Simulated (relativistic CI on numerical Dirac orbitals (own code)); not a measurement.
## Fe5+: 3p photoemission

Computed with this model: Dirac-Coulomb-Breit CI, separate exchange-only KLI orbitals for each configuration, model QED, valence Slater integrals scaled by 0.8, multiplet model of photoemission in the sudden approximation; configurations [Ar] 3d3 → [Ne] 3s2 3p5 3d3; 300 K; Lorentzian 0.8 eV and Gaussian 0.6 eV FWHM. Energies are those of the free ion, without screening or charge transfer. The energies are binding energies and can lie tens of eV above those of solids. S is read from ⟨S²⟩ = S(S + 1).

Field parameters in Wybourne normalisation: Td as Oh with Dq negative (B⁴₀ = 21Dq, B⁴₄ = √(5/14) B⁴₀). The field is a parameter set, without covalency.

Peaks in eV (height, largest 100): 148.1 (92), 149.0 (100), 150.6 (89), 155.3 (39), 162.5 (12), 169.1 (33), 172.9 (18).

Problem. Which surroundings give this spectrum?
A. Td, 10Dq = -7200 cm⁻¹
B. Td, 10Dq = -2600 cm⁻¹
C. free ion
D. Td, 10Dq = -16400 cm⁻¹

Solution. A. Td, 10Dq = -7200 cm⁻¹, where the ground state has S = 1.50.
